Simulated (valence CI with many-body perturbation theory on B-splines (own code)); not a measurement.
E1 line list for Pt XLVI

Calculated by valence CI with perturbative core correlation (CI+MBPT): five valence electrons over a frozen Dirac-Fock core [Ar] 3d10, a basis of 11 s, 11 p, 10 d, 8 f, 5 g, 2 h functions for each j, with the one-electron correlation potential Σ1 (screened to all orders), the two-electron term Σ2, the three-electron term Σ3, Breit, model QED; selected single and double excitations, second order for the rest, scaled by the run's own slope (own B-spline code, finite nucleus).

No measured spectrum was set against this ion. As an estimate, large intervals hold to a few tenths of a per cent, small ones and those within an open d or f shell to about a per cent. Among the levels kept, up to 2200 cm⁻¹ of a level comes from second order outside the variational space, and about a tenth of that is noise between levels of different J, which matters for small intervals.

Lines 201 to 250 of 562 in falling wavelength, among levels below 5185.0 × 10³ cm⁻¹, chosen from the strongest by gf and those to the six lowest levels. Wavelengths and rates use the calculated energies. Electric multipoles are in the length gauge with retardation, E1 and E2 with the static RPA response of the core. Weak lines are less certain than strong ones. Lines between different terms over intervals too small for the method are left out, as are lines whose strength nearly cancels. Where a level lies close to another of its J and parity, the split of strength between their lines is uncertain. The highest levels of a list are the least certain.

Levels are named by their leading jj configuration (3d3/2^4 stands for four electrons in 3d with j = 3/2), which in mixed levels can hold well under half, so a name can repeat and another be missing. Letters in brackets count levels of one name in rising energy.

```
λ vac (Å)                               Upper                               Lower   A (s⁻¹)  log gf  Branch %
    57.95  (4s 4p1/2 4p3/2^2 4d5/2) J=3/2 [e]        (4s 4p1/2 4p3/2^3) J=3/2 [b]  3.51e+11   -0.15      16.2
    57.94  (4s^2 4p3/2 4d3/2 4d5/2) J=3/2 [b]      (4s^2 4p3/2^2 4d3/2) J=3/2 [a]  3.04e+11   -0.21      11.9
    57.92  (4s 4p1/2 4p3/2^2 4d3/2) J=7/2 [c]  (4s^2 4p1/2 4p3/2 4d5/2) J=5/2 [b]  6.17e+10   -0.61       3.0
    57.86  (4s^2 4p3/2 4d3/2 4d5/2) J=5/2 [d]      (4s^2 4p3/2^2 4d3/2) J=3/2 [a]  4.01e+11    0.08      21.8
    57.84  (4s 4p1/2^2 4p3/2 4d5/2) J=7/2 [b]          (4s 4p1/2^2 4p3/2^2) J=5/2  3.93e+11    0.20      46.9
    57.83  (4s 4p1/2^2 4p3/2 4f5/2) J=7/2 [b]  (4s 4p1/2^2 4p3/2 4d3/2) J=5/2 [b]  1.85e+11   -0.13      29.2
    57.75  (4s 4p1/2 4p3/2^2 4d3/2) J=3/2 [e]      (4s^2 4p1/2 4p3/2 4d5/2) J=1/2  9.60e+10   -0.72       4.5
    57.72  (4s 4p1/2 4p3/2^2 4d5/2) J=3/2 [e]            (4s 4p1/2 4p3/2^3) J=1/2  9.73e+11    0.29      45.1
    57.69  (4s 4p1/2 4p3/2^2 4d5/2) J=5/2 [c]        (4s 4p1/2 4p3/2^3) J=3/2 [a]  5.47e+11    0.21      42.1
    57.62  (4s 4p1/2 4p3/2^2 4d5/2) J=1/2 [a]  (4s^2 4p1/2 4p3/2 4d5/2) J=3/2 [b]  1.43e+11   -0.85      10.4
    57.60  (4s^2 4p1/2 4p3/2 4d5/2) J=5/2 [b]          (4s^2 4p1/2 4p3/2^2) J=3/2  8.25e+11    0.39      84.1
    57.53  (4s 4p1/2 4p3/2^2 4d3/2) J=5/2 [c]  (4s^2 4p1/2 4p3/2 4d5/2) J=5/2 [a]  6.28e+10   -0.73       3.8
    57.21  (4s 4p1/2 4p3/2^2 4d3/2) J=7/2 [a]  (4s^2 4p1/2 4p3/2 4d3/2) J=5/2 [b]  3.70e+10   -0.84       6.4
    57.10      (4s^2 4p1/2 4p3/2 4f5/2) J=7/2  (4s^2 4p1/2 4p3/2 4d3/2) J=5/2 [a]  5.47e+10   -0.67      64.5
    57.06      (4s^2 4p3/2^2 4d5/2) J=5/2 [b]                (4s^2 4p3/2^3) J=3/2  1.17e+12    0.54      97.6
    57.06  (4s 4p1/2 4p3/2^2 4d5/2) J=9/2 [b]  (4s^2 4p1/2 4p3/2 4d5/2) J=7/2 [b]  3.43e+11    0.22      52.3
    57.05  (4s 4p1/2^2 4p3/2 4f7/2) J=9/2 [a]          (4s^2 4p1/2^2 4f7/2) J=7/2  8.81e+10   -0.37      25.6
    57.05  (4s 4p1/2 4p3/2^2 4d5/2) J=3/2 [d]            (4s 4p1/2 4p3/2^3) J=5/2  2.39e+11   -0.33      13.2
    56.98  (4s 4p1/2^2 4p3/2 4f5/2) J=3/2 [b]  (4s 4p1/2^2 4p3/2 4d3/2) J=1/2 [b]  8.91e+10   -0.76      16.7
    56.92      (4s^2 4p1/2 4p3/2 4f5/2) J=9/2      (4s^2 4p1/2 4p3/2 4d3/2) J=7/2  4.26e+10   -0.68      75.2
    56.92  (4s^2 4p1/2 4p3/2 4d5/2) J=3/2 [b]          (4s^2 4p1/2 4p3/2^2) J=3/2  8.69e+09   -1.77       2.1
    56.91  (4s 4p1/2^2 4d3/2 4d5/2) J=7/2 [b]          (4s^2 4p1/2^2 4f5/2) J=5/2  4.84e+10   -0.73      24.7
    56.81  (4s 4p1/2^2 4p3/2 4d3/2) J=5/2 [b]          (4s^2 4p1/2^2 4d5/2) J=5/2  2.51e+09   -2.14       0.2
    56.76  (4s 4p1/2 4p3/2^2 4d5/2) J=3/2 [c]        (4s 4p1/2 4p3/2^3) J=3/2 [a]  6.78e+10   -0.88       6.8
    56.71          (4s^2 4p1/2^2 4f5/2) J=5/2          (4s^2 4p1/2^2 4d3/2) J=3/2  8.14e+10   -0.63      84.4
    56.56      (4s^2 4p1/2 4p3/2 4d5/2) J=1/2          (4s^2 4p1/2 4p3/2^2) J=3/2  1.37e+11   -0.88      25.7
    56.48      (4s^2 4p1/2 4p3/2 4f7/2) J=3/2  (4s^2 4p1/2 4p3/2 4d5/2) J=3/2 [a]  9.30e+10   -0.75      12.6
    56.39  (4s^2 4p1/2 4p3/2 4f5/2) J=3/2 [a]  (4s^2 4p1/2 4p3/2 4d3/2) J=3/2 [a]  8.24e+10   -0.80      52.7
    56.34      (4s 4p1/2^2 4p3/2 4f7/2) J=5/2  (4s 4p1/2^2 4p3/2 4d3/2) J=3/2 [b]  1.66e+11   -0.33      33.9
    56.30          (4s 4p1/2^2 4d5/2^2) J=9/2          (4s^2 4p1/2^2 4f7/2) J=7/2  2.39e+11    0.05      46.2
    56.15  (4s 4p1/2^2 4p3/2 4d5/2) J=3/2 [b]          (4s 4p1/2^2 4p3/2^2) J=5/2  6.76e+10   -0.89       8.2
    55.79  (4s 4p1/2^2 4p3/2 4f5/2) J=7/2 [a]  (4s 4p1/2^2 4p3/2 4d3/2) J=5/2 [a]  2.21e+11   -0.08      51.3
    55.77  (4s 4p1/2 4p3/2^2 4d5/2) J=5/2 [e]        (4s 4p1/2 4p3/2^3) J=3/2 [a]  4.22e+11    0.07      26.0
    55.50  (4s 4p1/2^2 4p3/2 4d5/2) J=5/2 [b]          (4s 4p1/2^2 4p3/2^2) J=5/2  7.62e+10   -0.68       7.5
    55.48  (4s 4p1/2^2 4p3/2 4f5/2) J=5/2 [a]  (4s 4p1/2^2 4p3/2 4d3/2) J=3/2 [a]  2.92e+11   -0.09      59.4
    55.39  (4s 4p1/2^2 4p3/2 4f5/2) J=5/2 [a]  (4s 4p1/2^2 4p3/2 4d3/2) J=5/2 [a]  1.09e+11   -0.52      22.2
    55.34  (4s^2 4p1/2 4p3/2 4f7/2) J=9/2 [a]      (4s^2 4p1/2 4p3/2 4d3/2) J=7/2  3.60e+10   -0.78      21.6
    55.32        (4s 4p1/2 4p3/2^3) J=3/2 [a]          (4s^2 4p1/2 4p3/2^2) J=1/2  3.06e+10   -1.25       4.0
    55.19  (4s 4p1/2 4p3/2^2 4d3/2) J=3/2 [a]  (4s^2 4p1/2 4p3/2 4d3/2) J=1/2 [a]  1.13e+11   -0.69      12.3
    55.15  (4s^2 4p1/2 4p3/2 4f7/2) J=9/2 [c]  (4s^2 4p1/2 4p3/2 4d5/2) J=7/2 [a]  9.29e+10   -0.37      23.5
    55.10  (4s 4p1/2 4p3/2^2 4d5/2) J=1/2 [b]  (4s^2 4p1/2 4p3/2 4d5/2) J=3/2 [b]  3.04e+11   -0.56      19.3
    54.99  (4s 4p1/2^2 4p3/2 4f5/2) J=3/2 [a]  (4s 4p1/2^2 4p3/2 4d3/2) J=1/2 [a]  1.33e+11   -0.62      28.6
    54.99  (4s 4p1/2 4p3/2^2 4d5/2) J=9/2 [a]  (4s^2 4p1/2 4p3/2 4d5/2) J=7/2 [a]  3.50e+11    0.20      70.5
    54.96  (4s 4p1/2^2 4p3/2 4f5/2) J=3/2 [a]  (4s 4p1/2^2 4p3/2 4d3/2) J=3/2 [a]  1.88e+11   -0.47      40.3
    54.89  (4s 4p1/2 4p3/2^2 4d5/2) J=7/2 [a]  (4s^2 4p1/2 4p3/2 4d3/2) J=5/2 [b]  2.91e+11    0.02      34.7
    54.87  (4s 4p1/2 4p3/2^2 4d3/2) J=1/2 [a]  (4s^2 4p1/2 4p3/2 4d3/2) J=1/2 [a]  4.56e+11   -0.39      82.3
    54.86  (4s 4p1/2^2 4p3/2 4d3/2) J=5/2 [a]          (4s^2 4p1/2^2 4d3/2) J=3/2  1.10e+10   -1.53      20.5
    54.85      (4s 4p1/2^2 4p3/2 4f5/2) J=1/2  (4s 4p1/2^2 4p3/2 4d3/2) J=1/2 [a]  3.12e+11   -0.55      71.5
    54.81  (4s 4p1/2 4p3/2^2 4d3/2) J=5/2 [c]  (4s^2 4p1/2 4p3/2 4d3/2) J=3/2 [b]  1.47e+11   -0.40       8.8
    54.77  (4s 4p1/2^2 4p3/2 4d3/2) J=3/2 [a]          (4s^2 4p1/2^2 4d3/2) J=3/2  1.47e+10   -1.58      18.5
```

(1) How does gf follow from A for the line at 57.84 Å?

Results:

(1) gf = 1.4992 × (2J+1)_upper × A / σ², with σ = 1729038 cm⁻¹ and 2J+1 = 8: gf = 1.58.
